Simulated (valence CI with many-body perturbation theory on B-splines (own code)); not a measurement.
The numbers below are computed, except where a source is named.
Energy levels of Tl⁷⁴⁺

Level of theory: relativistic CI+MBPT: five valence electrons over a frozen Dirac-Fock core [He], radial functions for each j: 11 s, 11 p, 10 d, 8 f, 5 g, 2 h, with the one-electron correlation potential Σ1, the two-electron term Σ2, the three-electron term Σ3, Breit, model QED; selected CI, second order for the rest, scaled by the run's own slope (own B-spline code, finite nucleus).

No measured spectrum was set against this ion. As an estimate, large intervals hold to a few tenths of a per cent, small ones and those within an open d or f shell to about a per cent. Among the levels kept, up to 7600 cm⁻¹ of a level comes from second order outside the variational space, and about a tenth of that is noise between levels of different J, which matters for small intervals.

Levels 181 to 202 of 202, with energies above the lowest level, (2s^2 2p1/2^2 2p3/2) J=3/2. "Leading %" is the weight of the configuration and term that name the level; weights of strongly mixed levels are sums over their largest components and can fall short. In the jj column 3d3/2^4 stands for four electrons in 3d with j = 3/2.

```tsv
No.	Configuration	Term	J	E (Ry)	Leading %	g	Second component	Leading jj
181	2s2p³3d	⁴D°	5/2	1193.8	42	1.276	21 % 2s2p³3d ²F°	2s 2p1/2 2p3/2^2 3d5/2 (88 %)
182	2s2p³3d	⁴D°	3/2	1194.2	45	1.188	20 % 2s2p³3d ²D°	2s 2p1/2 2p3/2^2 3d5/2 (90 %)
183	2s2p³3d	²F°	7/2	1196.4	53	1.173	30 % 2s2p³3d ⁴D°	2s 2p1/2 2p3/2^2 3d5/2 (97 %)
184	2s2p³3d	²S°	1/2	1196.4	49	1.421	38 % 2s2p³3d ²P°	2s 2p1/2 2p3/2^2 3d5/2 (87 %)
185	2s2p³3d	²P°	3/2	1196.9	56	1.335	19 % 2s2p³3d ⁴S°	2s 2p1/2 2p3/2^2 3d5/2 (97 %)
186	2s2p³3d	²D°	5/2	1197.4	53	1.194	20 % 2s2p³3d ⁴P°	2s 2p1/2 2p3/2^2 3d5/2 (97 %)
187	2s2p³3d	⁴P°	5/2	1200.4	31	1.285	29 % 2s2p³3d ⁴D°	2s 2p1/2 2p3/2^2 3d5/2 (99 %)
188	2s2p³3d	⁴D°	7/2	1201.5	53	1.227	14 % 2s2p³3d ²G°	2s 2p1/2 2p3/2^2 3d5/2 (98 %)
189	2s2p³3d	⁴D°	5/2	1202.0	38	1.259	32 % 2s2p³3d ²D°	2s 2p1/2 2p3/2^2 3d5/2 (99 %)
190	2s2p³3d	²G°	9/2	1202.2	81	1.112	13 % 2s2p³3d ⁴G°	2s 2p1/2 2p3/2^2 3d5/2 (100 %)
191	2s2p³3d	²F°	7/2	1202.6	57	1.143	17 % 2s2p³3d ⁴D°	2s 2p1/2 2p3/2^2 3d5/2 (100 %)
192	2s2p³3d	²F°	7/2	1203.1	48	1.189	27 % 2s2p³3d ⁴F°	2s 2p1/2 2p3/2^2 3d5/2 (99 %)
193	2s2p³3d	²D°	3/2	1203.4	50	0.993	17 % 2s2p³3d ²P°	2s 2p1/2 2p3/2^2 3d5/2 (99 %)
194	2s2p³3d	²F°	5/2	1203.7	39	1.096	34 % 2s2p³3d ²D°	2s 2p1/2 2p3/2^2 3d5/2 (100 %)
195	2s2p³3d	²P°	3/2	1203.8	37	1.153	25 % 2s2p³3d ²D°	2s 2p1/2 2p3/2^2 3d5/2 (98 %)
196	2s2p³3d	²S°	1/2	1203.9	47	1.308	35 % 2s2p³3d ²P°	2s 2p1/2 2p3/2^2 3d5/2 (99 %)
197	2s2p³3d	²P°	3/2	1204.8	37	1.221	27 % 2s2p³3d ²D°	2s 2p1/2 2p3/2^2 3d5/2 (99 %)
198	2s2p³3d	²D°	5/2	1204.9	44	1.055	27 % 2s2p³3d ²F°	2s 2p1/2 2p3/2^2 3d5/2 (99 %)
199	2p⁴3p	⁴D°	7/2	1210.3	66	1.302	32 % 2p⁴3p ²F°	2p1/2^2 2p3/2^2 3p3/2 (97 %)
200	2p⁴3p	²D°	5/2	1210.3	50	1.300	39 % 2p⁴3p ⁴P°	2p1/2^2 2p3/2^2 3p3/2 (98 %)
201	2p⁴3p	²P°	1/2	1210.4	50	1.265	37 % 2p⁴3p ²S°	2p1/2^2 2p3/2^2 3p3/2 (98 %)
202	2p⁴3p	²P°	3/2	1214.5	47	1.299	23 % 2p⁴3p ⁴S°	2p1/2^2 2p3/2^2 3p3/2 (98 %)
```
